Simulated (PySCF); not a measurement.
Molecule: `C[N](C)[AlH2]`, C2H8AlN.

Cartesian coordinates in Å; atom numbers follow the order of the lines, from 1:
```xyz
12

C    -0.3776    1.3688   -0.0173
N     0.0517   -0.0161    0.0634
C    -0.9512   -0.9507   -0.4156
Al    1.6564   -0.5212    0.6908
H    -1.2745    1.5449    0.5881
H     0.4288    2.0031    0.3584
H    -0.5999    1.6583   -1.0512
H    -1.8747   -0.8807    0.1712
H    -0.5523   -1.9637   -0.3228
H    -1.1994   -0.7652   -1.4673
H     2.0304   -2.0162    0.7407
H     2.6637    0.5377    1.1796
```

Frames of a GFN2-xTB Langevin trajectory at 200 K; GIAO PBE0/pcSseg-1 shieldings in PySCF 2.14.0 with density-fitted response routines, gas phase, non-relativistic; equivalent atoms averaged within each frame.

δ = σ(ref) − σ, references computed at the same level: ¹³C (σ = 186.93 ppm) and ¹H (σ = 31.72 ppm) against TMS; ¹⁵N (σ = 267.73 ppm) vs NH3; ²⁷Al (σ = 489.97 ppm) vs AlH4-. The references are static minima.

**Question.** How do the shifts (ppm) fluctuate along the trajectory?

**Answer.** 
```csv
time (fs),C1/C3,N2,Al4,H11/H12,H5/H6/H7/H8/H9/H10
250,43.9,95.7,133.6,4.90,3.17
425,51.5,93.7,131.6,5.09,3.43
625,47.5,100.7,135.8,4.97,3.54
800,46.6,96.8,138.8,4.56,3.08
1000,46.1,88.4,154.8,4.17,2.94
mean of frames,47.1,95.1,138.9,4.74,3.23
standard deviation,2.8,4.5,9.3,0.37,0.25
```

5 frames give an uncertainty of the mean of about the standard deviation over 2.2 at best, since frames this close in time may not be independent; classical motion lacks zero-point vibration, and the reference would need the same averaging.
